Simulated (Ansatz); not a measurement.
`CCC1=C[SiH2]1` + `NO` → `CON` + `CC1=C[SiH2]1`  (substitution at a C–C bond)

Program: Ansatz. Geometries: PBE0-D4/def2-TZVP. ΔE: electronic, gas phase. CBS: MP2 limit from def2 TZ/QZ plus the TZ coupled-cluster correction, frozen cores. This one scheme is used for every species. DFT in def2-TZVPP. B3LYP here is the variant with VWN-RPA as its local correlation; programs differ in this. One conformer a species, not always the lowest.

```json
{"level": "B3LYP-D4", "ΔE (kcal/mol)": "8.2"}
{"level": "PBE0", "ΔE (kcal/mol)": "8.9"}
```

Task: What does CCSD(T)/CBS give? (Estimate.)

Result: The calculation gave: +10.2 kcal/mol. The listed levels differ from it by -2.0, -1.3 kcal/mol.

Largest T1 diagnostic among the species: 0.012.

The D4 term adds +1.0 kcal/mol with B3LYP and +0.6 kcal/mol with PBE0; it sums over pairs of atoms, weighted by their polarisabilities, and B3LYP, whose exchange is more repulsive, gets the larger term. From PBE to PBE0 (25 % exact exchange), in def2-TZVPP and without D4, ΔE moves by +0.8 kcal/mol. In def2-TZVPP, CCSD(T) changes the Hartree–Fock value by +2.6 kcal/mol (the triples alone add +0.1 kcal/mol) and MP2 by +3.7 kcal/mol.
